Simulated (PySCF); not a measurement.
A structure optimised at PBE-D3(BJ)/def2-SVP, used in a PySCF frequency run:

```xyz
15

C      2.3292     0.1107    -0.2411
O      1.1344    -0.6383    -0.3589
Si    -0.3647    -0.0638     0.1359
C     -0.8794     1.4329    -0.9430
C     -1.5395    -1.5121    -0.0805
O     -0.4008     0.6485     1.6329
H      2.3690     0.6892     0.7091
H      3.1935    -0.5857    -0.2581
H      2.4523     0.8251    -1.0880
H     -1.9187     1.7372    -0.7194
H     -0.7984     1.0895    -1.9957
H     -0.2010     2.2909    -0.7790
H     -1.2532    -2.3416     0.5954
H     -2.5761    -1.2017     0.1533
H     -1.4914    -1.8807    -1.1246
```
Charge 0, spin multiplicity 2.

Write its SMILES and formula.

CO[Si](C)(C)[O], C₃H₉O₂Si

What are its rotational constants (standard atomic weights)?

3.3606, 2.1755, 1.9792 GHz
